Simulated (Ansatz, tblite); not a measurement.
Removing and adding an electron: C9H21NO (relaxed from a model of N-butyl-N-methylpyrrolidinium hydroxide, whose bonding it doesn't keep). The state is a singlet with charge 0. Geometry: PBE0-D4/def2-SVP. Ansatz, gas phase; energy differences of separate SCF runs; the oxidised species was run as a doublet alone; the reduced species was run as a doublet alone.

```xyz
32

C     0.2209    0.3684   -4.1697
C    -0.5196    0.5526   -2.8548
C     0.1052   -0.2032   -1.6860
C    -0.7083    0.0166   -0.4312
N    -0.0529   -0.6021    0.7956
C     0.2650   -2.0447    0.6478
C    -0.9770   -0.4233    1.9690
C    -0.0698   -0.3101    3.1752
C     1.0280    0.5988    2.6318
C     1.2047    0.1598    1.1791
H     1.2668    0.7082   -4.0899
H    -0.2497    0.9379   -4.9863
H     0.2442   -0.6906   -4.4754
H    -0.5694    1.6212   -2.5873
H    -1.5688    0.2267   -2.9717
H     1.1366    0.1792   -1.5522
H     0.2288   -1.2662   -2.0038
H    -1.6749   -0.5175   -0.5127
H    -0.7796    1.5913    0.1737
H    -0.6576   -2.5756    0.3803
H     0.6783   -2.4556    1.5811
H     0.9966   -2.1701   -0.1589
H    -1.4810    0.5359    1.7849
H    -1.7043   -1.2459    1.9826
H     0.3218   -1.2922    3.4915
H    -0.5983    0.1231    4.0364
H     0.6614    1.6353    2.6200
H     1.9669    0.5498    3.2012
H     2.0675   -0.5024    1.0266
H     1.2757    1.0217    0.5068
O    -0.6866    2.4345    0.8004
H    -1.3708    3.0386    0.4959
```

The xTB rows come from tblite.

| level | −HOMO (eV) | vertical IE (eV) | −LUMO (eV) | vertical EA (eV) | HOMO–LUMO gap (eV) | IE − EA (eV) | remarks |
| --- | --- | --- | --- | --- | --- | --- | --- |
| GFN1-xTB | 8.99 | 12.24 | 4.17 | 1.63 | 4.82 | 10.61 | – |
| GFN2-xTB | 7.59 | 11.05 | 1.59 | -1.21 | 5.99 | 12.26 | – |
| PBE-D4/def2-TZVP | 3.43 | 6.35 | 0.09 | -1.54 | 3.33 | 7.89 | HOMO above zero (-1 doublet) |
| PBE0-D4/def2-TZVP | 4.56 | 6.32 | -0.72 | -1.85 | 5.28 | 8.17 | HOMO above zero (-1 doublet) |
| BHLYP-D4/def2-TZVP | 5.67 | 6.21 | -1.34 | -2.11 | 7.01 | 8.33 | HOMO above zero (-1 doublet) |

Relaxing the reduced species (PBE0-D4/def2-SVP) changes its energy by -0.27 eV at PBE0-D4/def2-TZVP, so the adiabatic electron affinity to this nearest minimum is -1.58 eV. At PBE-D4/def2-TZVP it is -1.27 eV. The highest occupied level of the relaxed charge -1 doublet lies above zero (up to 2.58 eV). By energy differences, losing it releases 1.58 eV (each at its own geometry, to the charge 0 singlet, at PBE0-D4/def2-TZVP).     A HOMO above zero means that the electron is unbound at that level or that self-interaction error raises the level; the energy of removing that electron tells which. Raw xTB energy differences between charge states are shifted by several eV; the methods need an empirical correction for them. Sets without diffuse functions give affinities that are too small. A negative affinity means that the extra electron isn't bound; its size then hangs on the basis.
